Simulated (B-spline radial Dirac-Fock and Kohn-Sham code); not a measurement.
# Form factor and incoherent scattering function of Tb¹³⁺

System: Tb¹³⁺ in the configuration [Kr] 4d10 4f4 5s2.

Level of theory: configuration-average Dirac-Fock orbitals; a B-spline atomic structure program. f₀ is the Fourier transform of the spherical electron density, S the Waller-Hartree incoherent function, and s = sin θ/λ. The electron scattering factor follows from the Mott-Bethe formula f_e = 0.023934 Å⁻¹·(Z − f₀)/s².

| s (Å⁻¹) | f₀ | S | f_e (Å) |
| --- | --- | --- | --- |
| 0 | 52.000 | 0.000 | – |
| 0.05 | 51.766 | 0.245 | 126.693 |
| 0.1 | 51.079 | 0.946 | 33.318 |
| 0.15 | 49.976 | 2.005 | 15.982 |
| 0.2 | 48.514 | 3.297 | 9.864 |
| 0.25 | 46.767 | 4.704 | 6.982 |
| 0.3 | 44.810 | 6.137 | 5.369 |
| 0.35 | 42.721 | 7.549 | 4.353 |
| 0.4 | 40.569 | 8.922 | 3.655 |
| 0.45 | 38.413 | 10.259 | 3.142 |
| 0.5 | 36.301 | 11.564 | 2.748 |
| 0.6 | 32.339 | 14.084 | 2.171 |
| 0.7 | 28.847 | 16.454 | 1.766 |
| 0.8 | 25.874 | 18.646 | 1.463 |
| 0.9 | 23.403 | 20.675 | 1.229 |
| 1 | 21.381 | 22.577 | 1.044 |
| 1.1 | 19.739 | 24.374 | 0.895 |
| 1.2 | 18.402 | 26.065 | 0.775 |
| 1.4 | 16.349 | 29.078 | 0.594 |
| 1.6 | 14.742 | 31.567 | 0.470 |
| 1.8 | 13.301 | 33.593 | 0.382 |
| 2 | 11.927 | 35.273 | 0.318 |
| 2.5 | 8.893 | 38.535 | 0.215 |
| 3 | 6.805 | 40.982 | 0.155 |
| 3.5 | 5.603 | 42.893 | 0.116 |
| 4 | 4.908 | 44.413 | 0.090 |
| 5 | 3.973 | 46.640 | 0.058 |
| 6 | 3.142 | 48.119 | 0.041 |

f₀ starts at the number of electrons, 52, and has fallen to half at s ≈ 0.80 Å⁻¹. The sum of ⟨r²⟩ over the electrons is 12.74 bohr². For an ion f_e diverges as s goes to zero, because of the net charge.

Values without a named source are computed, but for edge energies of neutral atoms, which are taken from tables.
